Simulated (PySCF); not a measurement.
# How methods differ on the ionisation energy of V⁺

V⁺ [Ar] 3d4 (5D) → V²⁺ [Ar] 3d3 (4F), as a difference of total energies. Calculation: PySCF 2.14, in x2c-TZVPall; the spin-free X2C one-electron Hamiltonian (Gaussian nucleus). Correlated levels: valence: [Ar] frozen. The calculations carry no spin-orbit coupling.

```tsv
method	ionisation energy (eV)	difference from reference (eV)
UHF	13.207	-1.427
LDA	15.716	+1.082
r2SCAN	14.843	+0.209
MP2 (valence)	13.854	-0.780
SCS-MP2 (valence)	13.423	-1.211
```

Reference: 14.634 ± 0.007 eV (measured; NIST Atomic Spectra Database, ionization energies).

The reference lies between the lowest fine-structure levels, while these numbers refer to the centres of the terms.

Errors of the correlated levels include the incompleteness of this basis and the frozen core.
